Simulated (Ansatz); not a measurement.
Gas-phase electronic energies from Ansatz, PBE0-D4/def2-TZVP geometries. CBS: MP2 limit from def2 TZ/QZ plus the TZ coupled-cluster correction, frozen cores. DFT in def2-TZVPP. No spin–orbit coupling; open shells (•) take unrestricted orbitals. For Ge outer-core shells are correlated without core-valence functions, which leaves a few kJ/mol of doubt a bond. Scalar relativity is left out up to krypton. One conformer a species, not always the lowest.

Reaction (homolysis of the Ge–Si bond): `[OH][GeH2][SiH](O)O` → `[OH][GeH2]`• + `O[SiH]O`•

```csv
level,ΔE (kJ/mol),difference from CCSD(T)/CBS
r2SCAN-D4,298.3,-34.7
ωB97X-V,328.2,-4.8
B2PLYP,304.8,-28.2
PBE,292.5,-40.5
r2SCAN,295.6,-37.4
MP2/def2-TZVPP,325.2,-7.8
CCSD/def2-TZVPP,317.1,-15.9
CCSD(T)/def2-TZVPP,322.6,-10.4
HF/def2-QZVPP,230.0,-103.0
MP2/def2-QZVPP,330.0,-3.0
CCSD(T)/CBS,333.0,0
```

Largest T1 diagnostic among the species: 0.015.

The D4 term adds +16.1 kJ/mol with B3LYP and +8.8 kJ/mol with PBE0; it sums over pairs of atoms, weighted by their polarisabilities, and B3LYP, whose exchange is more repulsive, gets the larger term. From PBE to PBE0 (25 % exact exchange), in def2-TZVPP and without D4, ΔE moves by +9.7 kJ/mol. In def2-TZVPP, CCSD(T) changes the Hartree–Fock value by +89.1 kJ/mol (the triples alone add +5.5 kJ/mol) and MP2 by +91.7 kJ/mol; breaking electron pairs costs correlation energy, which Hartree–Fock lacks.

B3LYP here is the variant with VWN-RPA as its local correlation; programs differ in this.
